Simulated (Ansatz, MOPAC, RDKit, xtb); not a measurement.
Complex: SiH4 (SMILES [SiH4]) (first 5 atoms) with CH4O (SMILES CO); geometry from B3LYP-D3(BJ)/def2-TZVP.
(charge 0, multiplicity 1):
| atom | x (Å) | y (Å) | z (Å) |
|---|---|---|---|
| Si | 0.0779 | 0.1102 | 0.2841 |
| H | -1.1281 | -0.5255 | 0.8619 |
| H | 0.3097 | 1.4322 | 0.9018 |
| H | -0.1668 | 0.3089 | -1.1675 |
| H | 1.2544 | -0.7695 | 0.4425 |
| C | -0.4786 | 0.5213 | 3.9292 |
| O | 0.4930 | -0.2856 | 3.2741 |
| H | -1.4774 | 0.3875 | 3.5011 |
| H | -0.1763 | 1.5567 | 3.7821 |
| H | -0.5184 | 0.3186 | 5.0040 |
| H | 0.2554 | -1.2115 | 3.3870 |

Interaction energies are E(AB) − E(A) − E(B) at the monomers' geometry in the complex; basis-set methods are counterpoise corrected.

The state reached by PM6 isn't checked.

Codes used: Ansatz (Gaussian basis) for Hartree–Fock, density functionals and correlated methods; MOPAC for PM6 (differences of heats of formation); RDKit for the force fields; xtb for the GFN methods. Each number belongs to the level named beside it.

Task: One of these levels gives -1.0 kJ/mol for the interaction energy. Which?
A. PM6
B. MMFF94
C. GFN-FF
D. r2SCAN/def2-TZVPPD

Result: C, GFN-FF. The others give 9.7 (MMFF94), -4.2 (PM6), -8.8 (r2SCAN/def2-TZVPPD)

Ansatz is an electronic-structure program.
